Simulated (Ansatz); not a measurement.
Gas-phase reaction in SMILES: CCC(O)CC → C[CH]C(O)CC + H atom (the C-H bond at the site shown breaks; other sites are not compared here)
Geometries: B3LYP-D3(BJ)/def2-TZVP minima from Ansatz (a first-principles code), one conformer each, not searched for the lowest.

Quantity: bond dissociation energy (electronic energy difference), in eV. Correlated levels leave the core frozen unless marked. Open shells are spin-unrestricted. No spin-orbit coupling. Non-relativistic. CBS(X,Y): correlation extrapolated as X^-3; Hartree-Fock from the larger set. The bracket is a focal-point correction in the basis named.

```
level                                                     program  bond dissociation energy (eV)  minus last row
-------------------------------------------------  --------------  -----------------------------  --------------
PBE-D3(BJ)/def2-TZVPD                              Ansatz + dftd3                           4.41           -0.27
BLYP/def2-TZVPD                                            Ansatz                           4.40           -0.28
r2SCAN-D3(BJ)/def2-TZVPD                           Ansatz + dftd3                           4.37           -0.31
B3LYP/def2-TZVPD                                           Ansatz                           4.49           -0.19
PBE0/def2-TZVP                                             Ansatz                           4.43           -0.25
BHLYP-D3(BJ)/def2-TZVPD                            Ansatz + dftd3                           4.49           -0.19
r2SCAN0/def2-TZVPD                                         Ansatz                           4.38           -0.30
LC-wPBE-D3(BJ)/def2-TZVPD                          Ansatz + dftd3                           4.45           -0.23
LC-wPBE-D4/def2-TZVPD                              Ansatz + dftd4                           4.45           -0.23
LC-wPBE/def2-TZVPD                                         Ansatz                           4.44           -0.24
B2GP-PLYP-D4/def2-TZVPD                            Ansatz + dftd4                           4.54           -0.14
MP2/cc-pVTZ                                                Ansatz                           4.63           -0.05
CCSD/STO-3G                                                Ansatz                           5.34            0.66
CCSD/cc-pVDZ                                               Ansatz                           4.49           -0.19
RI-MP2/CBS(cc-pVTZ,cc-pVQZ)+[CCSD(T)-MP2]/cc-pVTZ          Ansatz                           4.68            0.00
```
